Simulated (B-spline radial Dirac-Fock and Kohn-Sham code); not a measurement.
**Auger decay of the 3p3/2 hole in Yb²⁺**

System: the Yb²⁺ ion, configuration 1s2 2s2 2p6 3s2 3p6 3d10 4s2 4p6 4d10 4f14 5s2 5p6.

These are calculated numbers from a radial finite-basis atomic code; the model is independent-particle radiative and Coulomb Auger rates from relativistic LDA hole-state orbitals, with Dirac-Fock energies. Kinetic energies are configuration averages from the vacuum level; the two-hole energies are estimated from single-hole states.

| transition | kinetic energy (eV) | width (meV) | share (%) |
| --- | --- | --- | --- |
| M3-M5N3 | 35.17 | 1590 | 17.1 |
| M3-M5N4 | 186.1 | 553 | 6.0 |
| M3-M5N5 | 196.2 | 783 | 8.4 |
| M3-M5O1 | 331.3 | 143 | 1.5 |
| M3-M4N6 | 336.2 | 181 | 2.0 |
| M3-M4N7 | 336.8 | 265 | 2.9 |
| M3-M5O3 | 366.4 | 170 | 1.8 |
| M3-M5N6 | 383.0 | 1820 | 19.6 |
| M3-M5N7 | 385.0 | 2180 | 23.4 |
| M3-N3N5 | 1377.1 | 185 | 2.0 |

Coster-Kronig rates are the weakest part of this model and often come out 1.5 to 2.5 times too large. The listed channels hold 85 % of the non-radiative rate. Summed by principal shells, of 9.28 eV in all: MMN 81.9 %, MNN 11.1 %, MMO 5.8 %, MNO 1.1 %.
